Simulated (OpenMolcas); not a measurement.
## Re³⁺: effect of the level shift or regulariser

```yaml
Program: OpenMolcas 26.06
Basis: ANO-RCC-VQZP [9s8p6d4f3g2h]
Scalar_Hamiltonian: DKH2, point nucleus
Active_space: 4 electrons in 10 orbitals (5d 6d)
State_averaging: 2S+1 = 5 even, 5 roots; 2S+1 = 3 even, 45 roots; 2S+1 = 1 even, 50 roots
Spin-orbit_coupling: state interaction with AMFI integrals over the reference wave functions, term energies averaged over their components
```

Methods on the same reference wave functions:
A. CASSCF
B. MS-CASPT2, IPEA 0.25 Eh, imaginary shift 0.1 Eh (closed shells correlated: 5s 5p)
C. MS-CASPT2, IPEA 0.25 Eh, sigma2 regulariser 0.3 Eh (closed shells correlated: 5s 5p)

Energies in cm⁻¹ above 5d⁴ ⁵D₀, the measured ground level; measured values from the list in Brasseur, Gamrath and Quinet, At. Data Nucl. Data Tables 157, 101636 (2024).

| Level | A | B | C | Measured |
| --- | --- | --- | --- | --- |
| 5d⁴ ⁵D₀ [66 %] | 0.0 | 0.0 | 0.0 | 0.0 |
| 5d⁴ ⁵D₁ | 2587 | 3340 | 3300 | 3084 |
| 5d⁴ ⁵D₂ | 5335 | 6400 | 6340 | 5979 |
| 5d⁴ ⁵D₃ | 7863 | 8860 | 8800 | 8350 |
| 5d⁴ ⁵D₄ [75 %] | 10064 | 10680 | 10630 | 10121 |
| 5d⁴ ³P₀(1) [55 %] | 17431 | 15150 | 15260 |  |
| 5d⁴ ³H₄ [58 %] | 18894 | 17780 | 17730 | 16946 |
| 5d⁴ ³G₃ [59 %] | 22915 | 20890 | 20880 | 19817 |
| 5d⁴ ³H₅ | 23060 | 21980 | 21920 | 20930 |
| 5d⁴ ³P₁(1) | 23609 | 20360 | 20580 | 19340 |
| 5d⁴ ³F₂(1) [71 %] | 24022 | 21010 | 21120 | 19851 |
| 5d⁴ ³H₆ | 25076 | 24000 | 23930 | 22896 |
| 5d⁴ ³P₂(1) [59 %] | 29423 | 25680 | 25910 |  |
| 5d⁴ ³F₃(1) [54 %] | 30630 | 27970 | 28030 |  |
| 5d⁴ ³D₃ [58 %] | 32979 | 29910 | 29930 | 28526 |
| 5d⁴ ³G₅ | 33354 | 31740 | 31690 | 30052 |
| 5d⁴ ¹I₆ | 35465 | 33890 | 33830 | 32396 |
| 5d⁴ ³D₁ | 36429 | 33240 | 33290 | 31543 |
| 5d⁴ ¹G₄(1) [51 %] | 40661 | 38260 | 38240 |  |
| 5d⁴ ¹S₀(1) | 41953 | 38410 | 38460 | 36484 |
| 5d⁴ ¹F₃ [67 %] | 45607 | 40440 | 40550 | 38458 |
| 5d⁴ ³P₂(2) | 50080 | 44300 | 44320 |  |
| 5d⁴ ³F₄(2) [66 %] | 51734 | 47010 | 46930 | 44726 |
| 5d⁴ ³F₂(2) [70 %] | 53479 | 48340 | 48350 |  |

Deviations, from unrounded energies. A percentage is the sum of absolute deviations over the sum of measured energies, with the sign that they share, or ± where signs differ.

```
                        Against measurement  Levels      A     B     C
             mean absolute deviation (cm-1)      17   3200  1200  1200
      fine structure of the ground term (%)       4   -6.1  +6.3  +5.6
other terms of the ground configuration (%)      13  +14.7  +5.2  +5.2
```

B, C lie about equally close to measurement and A furthest from it. The largest miss of C in the table is 5d⁴ ³F₄(2) [66 %], by +2200 cm-1. The ranking rests on the paired levels alone, and a cruder setting can come out closer through cancelling errors.

Between B and C the level of the table that moves most is 5d⁴ ³P₂(1) [59 %], by 240 cm-1 (lowest in B, highest in C). Moves below CASPT2's spread within the term are not significant.

The two smallest mean deviations differ by little beside CASPT2's spread within terms, so their order carries little weight.

From A to B the spin-free energies of the other terms of 5d⁴ shown, above ⁵D, scale by factors of 0.72 to 0.87, as is usual when dynamic correlation screens the repulsion within a d or f shell.

The lowest spin-free term lies below A's lowest term by 0.302 hartree in B, 0.302 hartree in C.

CASPT2 does not keep the components of a term degenerate, so their means are used; among the terms shown or strongly mixed into the levels shown the widest spread is 940 cm-1 (5d⁴ ¹F, B). Active for correlation alone: 6d; no level in the range computed is led by a configuration that fills it, so any true level of that kind is missing. The CASPT2 spread within a term exceeds the gap to the next term for 5d⁴ ³D and 5d⁴ ¹I, so the order of their levels is uncertain (figures for B; the like holds for C). Without dynamic correlation excited terms often stand tens of per cent too high (terms of higher spin than the ground term too low), and those without a measured partner can miss by more than the paired ones (holds for A). Some levels mix across a computed gap that differs much from the measured one, so their mixing is not that of the real levels (holds for A). Measured partners are found by configuration, term and J. A level has none where our copy of the source lacks it or the pairing is in doubt (some pairs that miss far off the trend of their configuration count as doubtful), and it then counts in no deviation. Only configurations of the active space appear. The table leaves out levels that lie high or whose names do not pair safely across all columns.

A share in square brackets marks a mixed level and gives the weight of the term that names it, the lowest over the columns. A number in round brackets counts repeated terms of one configuration in the order of the reference energies.
